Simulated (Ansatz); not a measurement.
One geometry of Al₆Cu₄, several levels of theory.

```yaml
crystal:
  periodic: [false, false, false]
  atoms:
    - {symbol: Cu, position_ang: [0.030749, -1.916149, -1.603662]}
    - {symbol: Cu, position_ang: [0.782508, 1.765851, 0.998182]}
    - {symbol: Cu, position_ang: [-0.982979, 0.333234, -1.910349]}
    - {symbol: Cu, position_ang: [1.936512, -0.369838, 1.535384]}
    - {symbol: Al, position_ang: [-1.576921, 1.336899, 0.298819]}
    - {symbol: Al, position_ang: [-0.417157, -0.145367, 2.081979]}
    - {symbol: Al, position_ang: [1.089603, 0.032417, -0.677482]}
    - {symbol: Al, position_ang: [0.238185, 2.523537, -1.387562]}
    - {symbol: Al, position_ang: [0.640935, -2.340925, 0.763931]}
    - {symbol: Al, position_ang: [-1.741437, -1.219649, -0.099249]}
basis:
  gaussian: {orbitals: def2-SVP, initial_orbitals: start.molden}
correlation: {method: mp2, frozen_orbitals: {Al: 5, Cu: 9}}
scf: {omitted_lower_state_checks: [starts]}
output: {orbitals: {seedname: orbitals}}
```

The file start.molden holds the orbitals of an earlier run on this structure, at another level or in another basis.

```sh
$ ansatz run in.yaml --threads 4 --pin off --events-out ev --progress --plain --max-ram 9574MiB
```

Output, abridged:

```
Functional definition: HF
2332 factors; integrals over basis functions are off by at most 6.7e-4 eV
mean field evaluation 1: about -217843.5539 eV, gradient 4.3e1 eV
mean field evaluation 2: about -217847.4930 eV, gradient 5.2e0 eV
mean field evaluation 4: about -217849.1323 eV, gradient 2.7e0 eV
mean field evaluation 8: about -217849.1735 eV, gradient 2.1e-3 eV
mean field -217849.17351953 eV, -8005.8094633693 hartree, gradient 2.6e-6 eV, S^2 0.000000; 0 other end points of the search recorded, 0 dependent functions left out; unrestricted orbitals would lower it
mean field evaluation 16: about -217849.0307 eV, gradient 3.7e0 eV
66 core orbitals not correlated: weight in the atoms' cores, before any rotation towards them, 1.000 or more for the frozen orbitals, at most 0.000 for the correlated occupied ones
reference -217849.17351953 eV, -8005.8094633693 hartree; 31, 31 occupied and 135, 135 virtual orbitals, 2332 factors
second order -51.08845380 eV of doubles, -0.00000000 eV of singles
Total energy: -217900.26197333 eV, -8007.6869294174 hartree
Checks for a lower state left out: starts
```

It took 15 s on 4 threads of Intel Xeon Platinum 8488C on a shared host, peak host memory 1.4 GiB.

Geometry: PBE-D4/def2-SVP.

Correlated methods freeze 66 core orbitals. The restricted singlet (for correlated methods, its reference) is unstable: a solution with broken spin symmetry lies lower. The structure comes from a short search, and lower isomers may exist.
